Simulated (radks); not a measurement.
The numbers below are computed, except where a source is named.
Question: All-electron atom: Mn6+ in [Ar] 3d1. Code: a radial shooting solver on a logarithmic mesh with Libxc functionals. Model: non-relativistic Kohn-Sham, PBE, spin-polarised, spherical densities, point nucleus; open shells are filled with parallel spins first. Some entries of the table are withheld. Estimate them.

orbital,occ.,eigenvalue (hartree),<r> (bohr)
1s down,1,-238.3706,0.06157
1s up,1,-238.3705,0.06157
2s up,1,-31.19212,0.2823
2s down,1,-31.16457,0.2821
2p up,3,-27.33574,0.2482
2p down,3,-27.31505,0.2480
3s up,1,-6.93254,0.8135
3s down,1,-6.87509,0.8148
3p up,3,-5.79248,(1)
3p down,3,-5.73583,(2)
3d up,1,-3.95037,0.8551
3d down,0,-3.89297,0.8592

Answer: 
(1) 3p up <r> (bohr): 0.8328
(2) 3p down <r> (bohr): 0.8347
